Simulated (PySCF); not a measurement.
**Electron correlation in Au²⁺ (gold, charge +2)**

[Xe] 4f14 5d9, 2D determinant. Computed with PySCF 2.14 in ANO-RCC-VTZP, with scalar relativity by spin-free X2C-1e. Frozen: [Kr] 4d10 4f14; 17 electrons correlated.

```csv
level,correlation energy (mhartree)
CCSD,-441.99
(T),-10.75
CCSD(T),-452.74
```

Diagnostics: T1 = 0.0065, D1 = 0.0243, largest double amplitude 0.031.

Spin-orbit coupling, absent here, splits the open shell strongly.

Cost of the coupled-cluster step: of the order of 14 core-seconds, for 17 correlated electrons.

Iterations:

```
CC2 = 0
CCSD nocc = (np.int64(9), np.int64(8)), nmo = (54, 54)
frozen orbitals [[0, 1, 2, 3, 4, 5, 6, 7, 8, 9, 10, 11, 12, 13, 14, 15, 16, 17, 18, 19, 20, 21, 22, 24, 25, 26, 27, 28, 29, 30], [0, 1, 2, 3, 4, 5, 6, 7, 8, 9, 10, 11, 12, 13, 14, 15, 16, 17, 18, 19, 20, 21, 22, 24, 25, 26, 27, 28, 29, 30]]
max_cycle = 100
direct = 0
conv_tol = 1e-08
conv_tol_normt = 1e-06
diis_space = 8
diis_start_cycle = 0
Init t2, MP2 energy = -0.449930941388842
Init E_corr(UCCSD) = -0.449930941391665
cycle = 1  E_corr(UCCSD) = -0.434527499320563  dE = 0.0154034421  norm(t1,t2) = 0.0458918
cycle = 2  E_corr(UCCSD) = -0.441398549869782  dE = -0.00687105055  norm(t1,t2) = 0.0134366
cycle = 3  E_corr(UCCSD) = -0.441317793847696  dE = 8.07560221e-05  norm(t1,t2) = 0.00744475
cycle = 4  E_corr(UCCSD) = -0.442005860680129  dE = -0.000688066832  norm(t1,t2) = 0.00483068
cycle = 5  E_corr(UCCSD) = -0.442004235317395  dE = 1.62536273e-06  norm(t1,t2) = 0.00213214
cycle = 6  E_corr(UCCSD) = -0.441948517285312  dE = 5.57180321e-05  norm(t1,t2) = 0.000741318
cycle = 7  E_corr(UCCSD) = -0.441999192217941  dE = -5.06749326e-05  norm(t1,t2) = 0.00039044
cycle = 8  E_corr(UCCSD) = -0.441986780450878  dE = 1.24117671e-05  norm(t1,t2) = 0.000185735
cycle = 9  E_corr(UCCSD) = -0.441985246980746  dE = 1.53347013e-06  norm(t1,t2) = 4.24951e-05
cycle = 10  E_corr(UCCSD) = -0.44198728998999  dE = -2.04300924e-06  norm(t1,t2) = 1.57582e-05
cycle = 11  E_corr(UCCSD) = -0.441986852856189  dE = 4.37133801e-07  norm(t1,t2) = 7.39384e-06
cycle = 12  E_corr(UCCSD) = -0.441986957322443  dE = -1.04466254e-07  norm(t1,t2) = 3.50287e-06
cycle = 13  E_corr(UCCSD) = -0.441986936431538  dE = 2.08909045e-08  norm(t1,t2) = 7.05632e-07
cycle = 14  E_corr(UCCSD) = -0.441986935139772  dE = 1.29176625e-09  norm(t1,t2) = 2.85428e-07
UCCSD converged
E(UCCSD) = -19007.56772880448  E_corr = -0.4419869351397718
UCCSD(T) correction = -0.0107495161972944
```
